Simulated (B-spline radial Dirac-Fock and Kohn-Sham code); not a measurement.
Magnetic form factor of the 4f shell of Yb⁹⁺

System: the Yb⁹⁺ ion in the configuration [Kr] 4d10 4f12 5s2 5p1.

The run's input, task.json:

```json
{"items": [{
  "Z": 70,
  "q": 9,
  "cfg": [[1, 0, 2], [2, 0, 2], [2, 1, 6], [3, 0, 2], [3, 1, 6], [3, 2, 10], [4, 0, 2], [4, 1, 6], [4, 2, 10], [4, 3, 12], [5, 0, 2], [5, 1, 1]],
  "A": 174,
  "rrms": 5.3108,
  "do": ["scatter"],
  "s": [0.0, 0.08, 0.09, 0.11, 0.14, 0.17, 0.21, 0.26, 0.32, 0.4, 0.49, 0.6, 0.73, 0.9, 1.11, 1.36, 1.67, 2.06, 2.53, 3.1, 3.81, 4.69, 5.76],
  "pz": [0, 0.1, 0.2, 0.3, 0.4, 0.5, 0.6, 0.8, 1.0, 1.2, 1.4, 1.6, 1.8, 2.0, 2.5, 3.0, 4.0, 5.0, 7.0, 10.0, 15.0, 20.0, 30.0, 40.0, 60.0, 100.0],
  "hv_scatter": [1000, 5000, 8047.8, 10000, 17479.3, 30000, 200000, 1000000]
}]}
```

Run with: `python xray_run.py task.json out`

Method: Dirac-Fock densities. Computed with a radial finite-basis atomic code. ⟨j_K⟩ is the integral of the 4f radial density with the spherical Bessel function j_K(4πsr), s = sin θ/λ.

| s (Å⁻¹) | ⟨j0⟩ | ⟨j2⟩ | ⟨j4⟩ | ⟨j6⟩ |
| --- | --- | --- | --- | --- |
| 0 | 1.0000 | 0.0000 | 0.0000 | 0.0000 |
| 0.08 | 0.9762 | 0.0095 | 0.0000 | 0.0000 |
| 0.09 | 0.9699 | 0.0119 | 0.0001 | 0.0000 |
| 0.11 | 0.9555 | 0.0176 | 0.0002 | 0.0000 |
| 0.14 | 0.9291 | 0.0278 | 0.0004 | 0.0000 |
| 0.17 | 0.8977 | 0.0398 | 0.0008 | 0.0000 |
| 0.21 | 0.8489 | 0.0579 | 0.0018 | 0.0000 |
| 0.26 | 0.7797 | 0.0825 | 0.0040 | 0.0001 |
| 0.32 | 0.6891 | 0.1126 | 0.0081 | 0.0004 |
| 0.4 | 0.5650 | 0.1492 | 0.0166 | 0.0014 |
| 0.49 | 0.4327 | 0.1807 | 0.0293 | 0.0036 |
| 0.6 | 0.2944 | 0.2021 | 0.0475 | 0.0082 |
| 0.73 | 0.1707 | 0.2050 | 0.0684 | 0.0164 |
| 0.9 | 0.0677 | 0.1845 | 0.0886 | 0.0293 |
| 1.11 | 0.0046 | 0.1436 | 0.0992 | 0.0443 |
| 1.36 | -0.0206 | 0.0958 | 0.0956 | 0.0561 |

Radial moments of the shell: ⟨r²⟩ = 0.5129, ⟨r⁴⟩ = 0.5353, ⟨r⁶⟩ = 0.9740 in powers of bohr.
